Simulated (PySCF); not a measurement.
Species: C₃H₅OPSi.
Z-matrix (Å and degrees, GFN2-xTB geometry), rows numbered from 1:
```
Si
C   1  1.8805
C   2  1.3641  1  130.59
P   3  1.7627  2  111.84  1  -179.97
C   4  1.7098  3   86.79  2    -0.00
O   5  1.3352  4  115.91  3    -0.01
H   1  1.4613  2  107.07  3    -0.21
H   1  1.4630  2  108.50  3  -120.40
H   1  1.4631  2  108.48  3   119.97
H   3  1.0741  2  123.44  1     0.05
H   5  1.0767  4  128.67  3   179.99
```

NICS = −σ at a ghost point: NICS(0) at the centroid of the ring atoms, NICS(1) 1 Å to either side along the normal of their mean plane, zz for the tensor component along that normal. Level: GIAO PBE0/pcSseg-1 (PySCF, non-relativistic, gas phase) on the GFN2-xTB geometry, one conformer.

Ring bond lengths (Å), with Mayer bond orders in brackets: C2–C3 1.364 (1.56), C3–P4 1.763 (1.17), P4–C5 1.710 (1.54), C5–O6 1.335 (1.10), O6–C2 1.343 (1.03).

Give the NICS values of each ring in ppm.

```csv
ring,type,NICS(0),"NICS(1), two faces","NICS(1)zz, two faces",rms pucker (Å),"centre to ring atoms, mean (Å)"
C2–C3–P4–C5–O6,5-membered ring with O and P; formal bonds all aromatic,-12.1,-11.7 / -11.7,-28.5 / -28.5,0.00,1.27
```

What can be read from them?

- C2–C3–P4–C5–O6: mean NICS(1)zz -28.5 ppm, shielded.

How equal are the bonds by HOMA? HOMA = 1 − mean of α(R − Ropt)² over the ring bonds, with Krygowski's 1993 parameters (CC: Ropt 1.388 Å, α 257.7 Å⁻²; CO: Ropt 1.265 Å, α 157.38 Å⁻²; CP: Ropt 1.698 Å, α 118.91 Å⁻²).

- C2–C3–P4–C5–O6: HOMA 0.52; the largest term is that of O6–C2, α(R − Ropt)² = 0.96.

What field does 14.1 T along the ring normal induce along that normal at the first NICS(1) probe listed for ring C2–C3–P4–C5–O6, 1 Å off the ring?

NICSzz × B0 = -28.5 ppm × 14.1 T = -402 μT, against the applied field.

Give the inner angles of the rings and the Hirshfeld charges of the ring atoms.

- C2–C3–P4–C5–O6: C2 113.6° (-0.036 e), C3 111.8° (-0.139 e), P4 86.8° (+0.044 e), C5 115.9° (-0.041 e), O6 111.9° (-0.046 e); sum 540.0° against 540° for a flat convex ring.

What are the shieldings of the ring atoms and their hydrogens in the same run (means over atoms taken as equivalent)?

```
atoms                        environment  σ isotropic (ppm)
   C2        substituted aromatic carbon               24.2
   C3                 aromatic CH carbon               42.0
   P4           phosphorus bonded to 2 C              192.6
   C5  aromatic CH next to a ring oxygen               -7.3
   O6                  furan-type oxygen              -39.6
  H10                  aromatic hydrogen              23.86
  H11                  aromatic hydrogen              22.43
```

The run took 24 s wall on one thread of an Arm Neoverse N1, no GPU (shared host). This is the whole shielding run at PBE0/pcSseg-1, SCF included.
